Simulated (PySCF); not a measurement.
Run record: excited-state job, `CCCCN(C)C`.

Method: TDDFT PBE0/def2-SVPD, vertical, gas phase, core orbitals frozen in the response (PySCF 2.14.0, density-fitted response routines). Geometry: GFN2-xTB. A driver script takes a list of jobs; this job's settings line and coordinates (Å) are shown.

Command:
```bash
OMP_NUM_THREADS=1 python probes_run.py task.json out
```

Input:
```
{"job": {"kind": "uv", "xc": "PBE0", "basis": "def2-SVPD", "nstates": 6, "ntriplets": 2}, "charge": 0, "multiplicity": 1}
C      3.308656    -0.383878    -0.634042
C      2.059453     0.489046    -0.631741
C      0.826210    -0.290778    -0.181779
C     -0.431204     0.576690    -0.215716
N     -1.553496    -0.047769     0.466002
C     -2.603237     0.911594     0.737893
C     -2.076063    -1.187114    -0.258608
H      3.185388    -1.224381    -1.314008
H      3.500559    -0.775254     0.362763
H      4.176501     0.189687    -0.952033
H      1.889478     0.880737    -1.637551
H      2.214291     1.341829     0.033304
H      0.968383    -0.651093     0.838447
H      0.704278    -1.158598    -0.831868
H     -0.681724     0.829463    -1.262972
H     -0.215013     1.512474     0.307515
H     -3.041070     1.340919    -0.177879
H     -2.201246     1.723083     1.342709
H     -3.395504     0.421379     1.301908
H     -2.436569    -0.919088    -1.265429
H     -2.905472    -1.613824     0.303777
H     -1.303012    -1.945738    -0.354693
```

What does the run print?

```
coarse grid: 16880 points
cycle   1  E = -291.7712056527  dE =  4.366e-01  |g| = 3.996e-01  |ddm| = 6.393e+00
cycle   2  E = -291.7653693157  dE =  5.836e-03  |g| = 4.423e-01  |ddm| = 1.593e+00
cycle   3  E = -291.8179448909  dE = -5.258e-02  |g| = 4.764e-02  |ddm| = 7.638e-01
cycle   4  E = -291.8182505720  dE = -3.057e-04  |g| = 2.890e-02  |ddm| = 1.117e-01
cycle   5  E = -291.8184200481  dE = -1.695e-04  |g| = 5.044e-03  |ddm| = 5.545e-02
cycle   6  E = -291.8184254571  dE = -5.409e-06  |g| = 1.403e-03  |ddm| = 1.613e-02
final grid: 158824 points
cycle   7  E = -291.8592941805  dE = -5.628e-05  |g| = 9.307e-03  |ddm| = 1.788e-01
cycle   8  E = -291.8592880431  dE =  6.137e-06  |g| = 1.048e-02  |ddm| = 3.338e-02
cycle   9  E = -291.8593174468  dE = -2.940e-05  |g| = 6.063e-04  |ddm| = 1.598e-02
cycle  10  E = -291.8593175157  dE = -6.887e-08  |g| = 2.546e-04  |ddm| = 1.364e-03
cycle  11  E = -291.8593175285  dE = -1.283e-08  |g| = 5.344e-05  |ddm| = 5.938e-04
cycle  12  E = -291.8593175291  dE = -6.065e-10  |g| = 2.060e-05  |ddm| = 1.468e-04
converged SCF energy = -291.8593175291

Static polarisability (au): isotropic 85.510, principal 75.079 80.900 100.552

Singlet excitations
state   eV       nm        f      main configurations
  1   5.8459    212.1   0.02413   H->L 0.86, H->L+1 0.13
  2   6.3376    195.6   0.01891   H->L+1 0.81, H->L 0.12
  3   6.4690    191.7   0.00644   H->L+2 0.96
  4   6.8910    179.9   0.04698   H->L+3 0.88
  5   7.1501    173.4   0.04362   H->L+4 0.85
  6   7.2927    170.0   0.01196   H->L+5 0.94

Triplet excitations (Tamm-Dancoff, eV): 5.6469 6.2877
```

The SCF starts on a coarse grid where the log names one; the energy can jump when the final grid takes over, and dE then counts from the start density on the new grid. H and L stand for HOMO and LUMO; the number after each pair is its weight.

Give S1 in cm⁻¹ and kJ/mol.

5.8459 eV × 8065.54 = 47150 cm⁻¹; × 96.485 = 564.0 kJ/mol.

In short: HOMO -6.12 eV, LUMO 0.80 eV; lowest singlet 5.85 eV; lowest triplet 5.65 eV (Tamm–Dancoff); mean polarisability 85.5 au.

Time: 53 s of wall time; peak memory 1.0 GiB. Hardware: one thread, Intel Xeon Platinum 8488C (x86_64) (shared host).

One conformer stands for the species.
Labels such as C1 count atoms from 1, the log's own numbers from 0.
